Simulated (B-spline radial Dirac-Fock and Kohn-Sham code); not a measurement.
Two-hole binding energies of W⁵⁺

System: the W⁵⁺ ion, [Xe] 4f14 5d1, inside a Watson sphere of charge -5 and radius 2.7 Å (a model of the Madelung potential; inside it an electron's potential energy is raised by 26.7 eV).

These are calculated numbers from a B-spline atomic structure program; the model is Dirac-Fock ΔSCF + Breit + QED. U is the two-hole binding energy less the two single-hole energies, the effective repulsion of the holes after relaxation. Each two-hole energy is an average over J within one jj subconfiguration.

```tsv
holes	E(a) (eV)	E(b) (eV)	E(ab) (eV)	U (eV)
1s⁻²	69565.7	69565.7	140525.9	1394.4
1s⁻¹ 2p1/2⁻¹	69565.7	11588.4	81567.3	413.2
1s⁻¹ 3d3/2⁻¹	69565.7	1916.0	71584.5	102.7
2p3/2⁻²	10250.9	10250.9	20737.1	235.3
2p1/2⁻¹ 3s⁻¹	11588.4	2870.7	14550.1	90.9
2s⁻¹ 3d3/2⁻¹	12152.0	1916.0	14167.0	99.1
2p1/2⁻¹ 3p3/2⁻¹	11588.4	2329.2	14009.8	92.2
2p1/2⁻¹ 3d3/2⁻¹	11588.4	1916.0	13602.2	97.8
2p3/2⁻¹ 3d3/2⁻¹	10250.9	1916.0	12268.1	101.2
3d5/2⁻²	1853.6	1853.6	3780.1	72.9
4d5/2⁻²	291.8	291.8	614.0	30.4
4f5/2⁻²	77.14	77.14	182.4	28.1
4f5/2⁻¹ 4f7/2⁻¹	77.14	75.01	180.9	28.8
4f7/2⁻²	75.01	75.01	?	?
```

Q: Give the missing two-hole energy and U.

A: E(ab) = 178.2 eV and U = 28.2 eV.
